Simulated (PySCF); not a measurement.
Here is a job for PySCF.
```python
from pyscf import gto, scf, ci

mol = gto.M(
    atom='''
O    -1.24295900    0.47960799   -0.02685326
S    -0.02078318   -0.41688237    0.02148269
O     1.28452537    0.35415674   -0.01611211
''',
    basis='def2-svp',
    charge=-1,
    spin=1,
    verbose=4,
)

mf = scf.UHF(mol)
mf.kernel()

myci = ci.CISD(mf)
myci.kernel()
print('E(CISD) = %.10f' % myci.e_tot)
```

**Question.** What does this run give for the number of basis functions, SCF-reference <S^2>?

**Answer.** 
The number of basis functions is 46 and the SCF-reference <S^2> comes out as 0.767.

These values belong to the state on which the SCF converged, which isn't shown to be the lowest.
